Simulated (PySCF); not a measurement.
ClGeH₂, BGeH₄N₂ (calculated)

Calculation on a computer-drawn molecule: the log of a Hartree-Fock and frozen-core CCSD(T) single point meant for a local Hartree-Fock minimum, with one planted fault or none, to be diagnosed. Offsets are logged minus clean, where the clean run is the same molecule without the fault. The reference is restricted for singlets and unrestricted otherwise, and also for a bond in bohr or an excited solution. Adding or removing an electron swaps singlet and doublet. The excited solution moves the top pair (singlet) or top alpha electron (doublet) to the lowest empty orbital. Highest occupied and lowest empty are orbital energies over both spins, largest force is the largest gradient component, triples share is (T) over the correlation energy, the T1 limit is 0.02 restricted and 0.045 unrestricted, electrons count all cores, a negative frequency is imaginary (commonest isotopes), and the dipole is about the centre of nuclear charge; on germanium a core potential holds 10 electrons, which the energies leave out, and 3d is frozen in MP2 and coupled-cluster steps. Program: PySCF 2.14.0.

Common to all runs: meant charge 1; meant multiplicity 1; meant basis and core potential on germanium cc-pVDZ-PP ECP10MDF; logged SCF converged yes; logged spin squared 0; logged CC converged yes; logged SCF stable within its kind yes; possible faults no fault, one electron removed, one electron added, multiplicity raised by two, geometry at a saddle point, SCF held on an excited solution, minimal basis STO-3G, one bond length entered in bohr, all coordinates scaled.

(1) 
```xyz
4
formula=ClGeH2 meant_basis=cc-pV(D+d)Z logged_electrons=50 logged_basis_functions=56 logged_highest_occupied=-18.41 logged_lowest_empty=-6.398 logged_largest_force=0.036277 logged_T1_diagnostic=0.018871 logged_D1_diagnostic=0.057517 logged_triples_share=0.02797 logged_dipole_magnitude=4.1541 logged_energy_HF=-753.7625 logged_energy_CCSD(T)=-754.01722 planted_fault=all_coordinates_scaled,by_+5.7_% HF_energy_offset_from_clean_run=6.335 CCSD(T)_energy_offset_from_clean_run=3.912
Cl    -0.5684     3.2134    -3.0823
Ge     0.1355     2.2460    -1.2720
H      1.6169     1.6631    -1.2980
H     -0.8796     2.1881    -0.0469
```

Units: logged_highest_occupied, logged_lowest_empty in eV; logged_largest_force in hartree/bohr; logged_dipole_magnitude in debye; logged_energy_HF, logged_energy_CCSD(T) in hartree; HF_energy_offset_from_clean_run, CCSD(T)_energy_offset_from_clean_run in kcal/mol.

Drawn bonds:
```tsv
atom	other atom	order
1	2	1
2	3	1
2	4	1
```

(2) 
```xyz
8
formula=BGeH4N2 meant_basis=cc-pVDZ logged_electrons=54 logged_basis_functions=85 logged_highest_occupied=-17.164 logged_lowest_empty=-3.4911 logged_largest_force=0.04507 logged_T1_diagnostic=0.016405 logged_D1_diagnostic=0.049323 logged_triples_share=0.03054 logged_dipole_magnitude=0.47403 logged_energy_HF=-429.07371 logged_energy_CCSD(T)=-429.58864 planted_fault=all_coordinates_scaled,by_-3.4_% HF_energy_offset_from_clean_run=8.204 CCSD(T)_energy_offset_from_clean_run=14.46
B     -2.6968    -0.3541     2.1275
N     -1.6841    -0.4842     1.4650
Ge    -0.2252    -0.5906     0.6831
N     -0.1734    -1.2909    -0.8326
H     -3.6430    -0.2387     2.7334
H      1.0043    -0.0970     1.2696
H      0.6467    -1.3837    -1.3424
H     -0.9614    -1.6402    -1.2789
```

Units: logged_highest_occupied, logged_lowest_empty in eV; logged_largest_force in hartree/bohr; logged_dipole_magnitude in debye; logged_energy_HF, logged_energy_CCSD(T) in hartree; HF_energy_offset_from_clean_run, CCSD(T)_energy_offset_from_clean_run in kcal/mol.

Drawn bonds:
```tsv
atom	other atom	order
1	2	2
2	3	1
3	4	1
1	5	1
3	6	1
4	7	1
4	8	1
```
